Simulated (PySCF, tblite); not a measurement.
Isomers of [C8H11P2]- (charge -1). Calculated harmonic vibrations of the isolated species, GFN2-xTB (tblite), most abundant isotopes, no scaling. Errors from tens to a few hundred cm⁻¹ against measured bands are possible. One conformer each.

Electronic energies: PBE0/pcSseg-1 single points on the GFN2-xTB geometries (PySCF, gas phase).

| SMILES | electronic energy, lowest = 0 (kJ/mol) |
| --- | --- |
| C=Cc1pcc(C(C)C)[p-]1 | 0.0 |
| C=Cc1[p-]c(CC)pc1C | 7.9 |
| C=Cc1pc[p-]c1C(C)C | 11.9 |

How do GFN2-xTB zero-point energies change the relative energies?

```
              SMILES  ZPE (kJ/mol)  of it from modes above 1550 cm⁻¹  electronic (kJ/mol)  with ZPE, lowest = 0 (kJ/mol)  lowest mode (cm⁻¹)  rings
C=Cc1pcc(C(C)C)[p-]1         430.0                             207.4                  0.0                            0.0                  37      1
  C=Cc1[p-]c(CC)pc1C         429.3                             206.4                  7.9                            7.2                  30      1
  C=Cc1pc[p-]c1C(C)C         429.9                             207.5                 11.9                           11.8                  16      1
```

The zero-point energies span 0.7 kJ/mol, from `C=Cc1[p-]c(CC)pc1C` to `C=Cc1pcc(C(C)C)[p-]1`. The order is unchanged.

And how do the electronic energies of GFN2-xTB itself compare?

`C=Cc1pcc(C(C)C)[p-]1` 0.0; `C=Cc1[p-]c(CC)pc1C` 8.3; `C=Cc1pc[p-]c1C(C)C` 6.6 kJ/mol, lowest = 0. Against the energies above, taken from the same isomer `C=Cc1pcc(C(C)C)[p-]1`, the largest difference is 5.3 kJ/mol.
